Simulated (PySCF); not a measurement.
Compound: C4H9Cl2NSe2.
SMILES with atom numbers: `[CH3:1][C:2]([CH3:3])([CH3:4])[N:5]([Se:6][Cl:7])[Se:8][Cl:9]` (hydrogens: H10, H11, H12 on C1; H13, H14, H15 on C3; H16, H17, H18 on C4)

Method used: PBE0-D3(BJ)/def2-SVP geometry optimisation, gas phase in PySCF 2.14.0.

Question: What internal coordinates does the optimisation give?

Answer: 
| bond | length (Å) |
| --- | --- |
| C1–C2, C2–C3, C2–C4 | 1.527 |
| C2–N5 | 1.511 |
| N5–Se6, N5–Se8 | 1.811 |
| Se6–Cl7, Se8–Cl9 | 2.213 |
| C1–H10 and 8 like bonds | 1.100 |

Bonds in one row agree within 0.01 Å and their mean is given. A selection of angles:
| angle | degrees |
| --- | --- |
| C1–C2–C3 | 110.7 |
| C1–C2–N5 | 107.5 |
| C3–C2–C4 | 108.3 |
| C3–C2–N5 | 109.8 |
| C2–N5–Se6 | 121.4 |
| Se6–N5–Se8 | 116.9 |
| N5–Se6–Cl7 | 103.4 |

Torsions: C1–C2–N5–Se6 -87° (synclinal); C2–N5–Se6–Cl7 -88° (synclinal); C2–N5–Se8–Cl9 87° (synclinal).

All 3 C–C bonds measure 1.527 to 1.528 Å. N5 (nitrogen bonded to C and 2 Se) is planar (angles 121.5°, 121.4° and 116.9°, sum 359.8°, 0.04 Å off the plane of its three neighbours). Of the pairs four or more bonds apart, Se6···H14 is among the closest relative to their van der Waals radii: 2.78 Å, 90 % of the sum of Bondi's values.

Point group: Cs (every atom within 0.08 Å of its image). No frequency check. One conformer, not necessarily the lowest.
